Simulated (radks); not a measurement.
Initial-state core-level shifts of the lanthanum ion La+ when its valence configuration changes from [Xe] 5d2. Method: scalar-relativistic Kohn-Sham, BLYP, spin-polarised, spherical densities, point nucleus; open shells are filled with parallel spins first (spin-orbit coupling, left out, can overturn this in heavy ions); computed with a radial shooting solver on a logarithmic mesh with Libxc functionals. Shifts are changes of the shell-averaged eigenvalues in eV (positive: less bound).

5d1 6p1: 2s -3.222; 3s -3.203; 4s -3.173; 4d -3.170
4f2: 2s +8.850; 3s +10.396; 4s +9.704; 4d +8.883
5d1.5 6p0.5: 2s -1.591; 3s -1.583; 4s -1.570; 4d -1.570
5d1 6s1: 2s -2.159; 3s -2.135; 4s -2.108; 4d -2.110
4f0.5 5d1 6p0.5: 2s +1.959; 3s +2.532; 4s +2.225; 4d +1.910
5d0.5 6s1 6p0.5: 2s -3.846; 3s -3.810; 4s -3.760; 4d -3.760
6s2: 2s -4.602; 3s -4.545; 4s -4.473; 4d -4.472
4f1 5d1: 2s +6.279; 3s +7.286; 4s +6.767; 4d +6.216
5d1.5 6s0.5: 2s -1.056; 3s -1.045; 4s -1.033; 4d -1.034
